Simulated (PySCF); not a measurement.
Vertical excitations of a molecule C3H6FNSi from TDDFT-PBE/def2-SVPD (PySCF), as energy in eV (oscillator strength): 4.37 (0.002), 4.69 (0.002), 5.42 (0.002), 5.56 (0.010), 5.77 (0.001), 6.24 (0.000), 6.33 (0.000), 6.41 (0.291), 6.45 (0.000), 6.55 (0.000). Lowest triplet (TDA): 3.93 eV. The structure is a stationary point at r2SCAN-D4/def2-SVP. One conformer was computed; it need not be the lowest.

Which molecule gave these data?
(A) N#CCC[SiH2]F
(B) C#C[Si@H](N)CF
(C) C[Si@@H](F)CC#N
(D) F/C=C1/CN[SiH2]1

D, F/C=C1/CN[SiH2]1
